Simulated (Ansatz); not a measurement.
Cost and result for the atomization energy of CH5FOSSi (`CO[SiH](F)S`) (10 atoms, 9 bonds).

Z-matrix (Å, degrees):
```
C
O 1 1.415
H 1 1.094 2 111.2
H 1 1.090 2 107.9 3 119.4
H 1 1.095 2 111.2 3 -121.6
Si 2 1.623 1 124.4 3 59.9
S 6 2.109 2 108.5 1 -172.8
F 6 1.597 2 107.9 1 -51.2
H 6 1.477 2 113.7 1 66.3
H 7 1.345 6 92.9 2 42.9
```

Charge 0, multiplicity 1. The structure was optimised at the PBE0-D4/def2-TZVP level. It is one conformer, not always the lowest. Program: Ansatz. All runs use 4 threads of a server CPU on a shared host. Times are those of one run each, without the atoms' runs, and a repeat can differ threefold. Electronic energies, without spin–orbit coupling; frozen cores. CCSD(T)/CBS adds CCSD(T) − MP2 in def2-TZVPP to the MP2 limit, and its time is that of the two runs behind it. T1 = 0.012. B3LYP takes the VWN-RPA correlation (the form of Gaussian; ORCA's B3LYP/G).

CCSD(T)/CBS is a level of theory with its own doubt, some kJ/mol a heavy atom from the limit and from the frozen cores, so smaller differences don't rank the functionals.

```csv
level,functions,wall time,atomization (kcal/mol),difference from CCSD(T)/CBS,per bond
LDA (SPW92)/def2-TZVPP,247,0.8 s,1018.2,123.8,13.8
BLYP-D4/def2-TZVPP,247,1.1 s,886.0,-8.4,-0.9
revPBE-D4/def2-TZVPP,247,1.1 s,878.5,-15.9,-1.8
r2SCAN-D4/def2-TZVPP (with forces),247,2.4 s,893.2,-1.2,-0.1
CCSD(T)/def2-SVP,103,2.4 s,826.7,-67.7,-7.5
CAM-B3LYP-D4/def2-TZVPP,247,2.5 s,893.5,-0.9,-0.1
r2SCANh-D4/def2-TZVPP,247,2.8 s,886.7,-7.7,-0.9
B3LYP-D4/def2-TZVPP (with forces),247,3 s,887.0,-7.4,-0.8
PBE-QIDH/def2-TZVPP,247,3.1 s,882.0,-12.4,-1.4
B2PLYP/def2-TZVPP,247,3.3 s,880.0,-14.4,-1.6
MP2/def2-QZVPP,461,17 s,902.3,7.9,0.9
CCSD(T)/def2-TZVPP,247,65 s,868.1,-26.3,-2.9
CCSD(T)/CBS(def2),–,81 s,894.4,0.0,0.0
```

In def2-TZVPP, CCSD(T) changes the Hartree–Fock value by +217.3 kcal/mol (the triples alone add +12.8 kcal/mol) and MP2 by +235.7 kcal/mol; breaking electron pairs costs correlation energy, which Hartree–Fock lacks. The D4 term adds +8.1 kcal/mol with B3LYP and +4.3 kcal/mol with PBE0; it sums over pairs of atoms, weighted by their polarisabilities, and B3LYP, whose exchange is more repulsive, gets the larger term. From r2SCAN to r2SCAN0 (25 % exact exchange), in def2-TZVPP and without D4, the atomization energy moves by −16.0 kcal/mol: exact exchange takes away binding that semilocal exchange gives to molecules.
